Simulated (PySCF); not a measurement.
# Dipole moment and polarisability of `O=CN[SiH]1CC1`

C₃H₇NOSi.
Atom-mapped SMILES: `[O:1]=[CH:2][NH:3][SiH:4]1[CH2:5][CH2:6]1` (hydrogens: H7 on C2; H8 on N3; H9 on Si4; H10, H11 on C5; H12, H13 on C6)

Geometry (GFN2-xTB, Å), atoms numbered from 1 in this order:
```xyz
13
C3H7NOSi angstrom
O      2.1273    1.3694    0.8559
C      2.3403    0.2969    0.3434
N      1.3840   -0.3466   -0.3380
Si    -0.1295    0.5433   -0.4337
C     -1.6204   -0.5913   -0.5968
C     -1.4817    0.0857    0.7847
H      3.3170   -0.2125    0.3978
H      1.5782   -1.2385   -0.7622
H      0.0049    1.8000   -1.1326
H     -2.4690   -0.2699   -1.1808
H     -1.5280   -1.6683   -0.6034
H     -2.2468    0.8066    1.0309
H     -1.2808   -0.5745    1.6171
```

Level: B3LYP/def2-SVPD (PySCF), static field, nuclei fixed, core orbitals frozen in the response. The polarisability tensor in these axes (au):

```
x   87.23  6.47  1.14
y    6.47 67.89  3.36
z    1.14  3.36 63.09
```

Question: What are the eigenvalues, a third of the trace, and Δα (Δα² = ½Σ(αi − αj)² over the three pairs)?

Answer: Principal values 61.19, 67.67 and 89.36 au; mean 72.74 au = 10.78 Å³ = 11.99 × 10⁻⁴⁰ C²·m²/J; Δα = 25.56 au (35 % of the mean).

Question: What is the dipole moment, and where does it point?

Answer: (0.04, -2.77, -1.62) D, 3.20 D in size, pointing from the negative to the positive side. Measured along this direction, the outermost atoms are O1 at the negative end and H11 at the positive end.

Question: Rayleigh depolarisation ratio (linearly polarised light, static tensor)?

Answer: ρ = 3Δα²/(45ᾱ² + 4Δα²) = 1960.3/(238087 + 2613.7) = 0.00814.

Question: Along which axes do the principal values lie, and how far do the nuclei extend along each?

Answer: Largest value along (0.95, 0.30, 0.08), where the nuclei span 5.65 Å; middle along (-0.30, 0.80, 0.52), 3.70 Å; least along (0.09, -0.51, 0.85), 3.45 Å. The response follows the extents in order.

Question: In TDDFT the mean static polarisability is Σ f/ω² over all singlet excitations (ω in hartree). How much of it do the 8 lowest give? Their energies (eV) and oscillator strengths: 5.37, 0.0246; 5.76, 0.0144; 5.94, 0.0014; 6.26, 0.0113; 6.41, 0.1005; 6.76, 0.0358; 6.83, 0.0328; 6.91, 0.0248.

Answer: They add up to 4.49 au, 6.2 % of the 72.74 au; the largest single term is 1.81 au, from the state at 6.41 eV. Terms in order: 0.63, 0.32, 0.03, 0.21, 1.81, 0.58, 0.52, 0.38 au. Higher excitations give the rest. The strengths listed sum to 0.246.

Question: Orientational against electronic polarisability at 250 K (dilute gas, rigid molecules)?

Answer: In Gaussian units μ²/3kT = 99.10 Å³ against 10.78 Å³, a ratio of 9.19; the Debye molar polarisation (4π/3)N_A(α + μ²/3kT) is 277.2 cm³/mol, leaving out the vibrational part.

Question: Find the Langevin capture rate constant for NO+ (29.998 u) meeting this molecule (101.030 u), k = 2.342 × 10⁻⁹ cm³/s × √(α in Å³ / reduced mass in u).

Answer: The reduced mass is 23.13 u, so k = 1.60 × 10⁻⁹ cm³/s. The formula leaves out the permanent dipole, which adds to the capture rate.

Geometry: GFN2-xTB, one conformer, isolated molecule.

These values come from a run that also computed excited states. Hardware: an Arm Neoverse N1 with one thread, no GPU (shared host). Cost: 43 s, 0.72 GiB resident at most.
